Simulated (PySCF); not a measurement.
Computed IR spectrum (relative IR intensity) of a molecule C5H12Si. Geometry: PBE-D3(BJ)/def2-SVP. One conformer was computed; it need not be the lowest. These are PBE-D3(BJ)/def2-SVP in PySCF 2.14.0 values and carry that method's errors. Frequencies are harmonic and unscaled.

Lines under 2 % of the strongest are left out, and lines within 2 cm⁻¹ are merged.

```json
[
 {"ν (cm⁻¹)": "603", "relative intensity": "17"},
 {"ν (cm⁻¹)": "635", "relative intensity": "6.6"},
 {"ν (cm⁻¹)": "711", "relative intensity": "26"},
 {"ν (cm⁻¹)": "727", "relative intensity": "9.8"},
 {"ν (cm⁻¹)": "743", "relative intensity": "4.4"},
 {"ν (cm⁻¹)": "859", "relative intensity": "2.2"},
 {"ν (cm⁻¹)": "894", "relative intensity": "100"},
 {"ν (cm⁻¹)": "912", "relative intensity": "16"},
 {"ν (cm⁻¹)": "917", "relative intensity": "11"},
 {"ν (cm⁻¹)": "1308", "relative intensity": "3.1"},
 {"ν (cm⁻¹)": "1353", "relative intensity": "4.0"},
 {"ν (cm⁻¹)": "1423", "relative intensity": "3.1"},
 {"ν (cm⁻¹)": "1430", "relative intensity": "2.0"},
 {"ν (cm⁻¹)": "1636", "relative intensity": "16"},
 {"ν (cm⁻¹)": "2144", "relative intensity": "39"},
 {"ν (cm⁻¹)": "2147", "relative intensity": "33"},
 {"ν (cm⁻¹)": "2169", "relative intensity": "52"},
 {"ν (cm⁻¹)": "2948", "relative intensity": "6.9"},
 {"ν (cm⁻¹)": "2967", "relative intensity": "19"},
 {"ν (cm⁻¹)": "3004", "relative intensity": "6.6"},
 {"ν (cm⁻¹)": "3016", "relative intensity": "6.3"},
 {"ν (cm⁻¹)": "3047", "relative intensity": "9.6"},
 {"ν (cm⁻¹)": "3053", "relative intensity": "11"},
 {"ν (cm⁻¹)": "3062", "relative intensity": "9.6"},
 {"ν (cm⁻¹)": "3080", "relative intensity": "5.5"}
]
```

Task: Identify the compound among the candidates.
A. CCC1C[SiH2]C1
B. CCC/C=C\[SiH3]
C. C1CC[SiH2]CC1
D. C=CC(C)(C)[SiH3]

Result: B, CCC/C=C\[SiH3]
